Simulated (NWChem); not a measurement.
# C2H3FN2Si; SMILES C1C=N[SiH](F)N=1

```xyz
9

F     -0.5774     1.9738     0.0000
Si     0.4079     0.7086     0.0000
N      0.0579    -0.3999     1.3528
C     -0.2369    -1.4979     0.7681
C     -0.2369    -1.4979    -0.7681
N      0.0579    -0.3999    -1.3528
H      1.8051     1.1849     0.0000
H     -0.4769    -2.4120     1.3224
H     -0.4769    -2.4120    -1.3224
```
Atoms are numbered in this order, from 1.

Computed with NWChem. Structure relaxed at the B3LYP/6-31G* (spherical d) level. B3LYP is NWChem's, with the RPA form of VWN correlation. Atomic charges in e: unrestrained fits to the electrostatic potential beside Mulliken populations; buried atoms are poorly determined by the fit.

Problem. Predict the results for B3LYP/def2-SVP. Quantities: ESP F1; Mulliken F1; ESP Si2; Mulliken Si2; ESP N3; Mulliken N3; ESP C4; Mulliken C4; ESP C5; Mulliken C5; relative RMS misfit of the potential (%).

Solution. 
```yaml
ESP F1: -0.34
Mulliken F1: -0.31
ESP Si2: 1.19
Mulliken Si2: 0.82
ESP N3: -0.62
Mulliken N3: -0.27
ESP C4: 0.28
Mulliken C4: 0.04
ESP C5: 0.27
Mulliken C5: 0.04
relative RMS misfit of the potential (%): 28
```
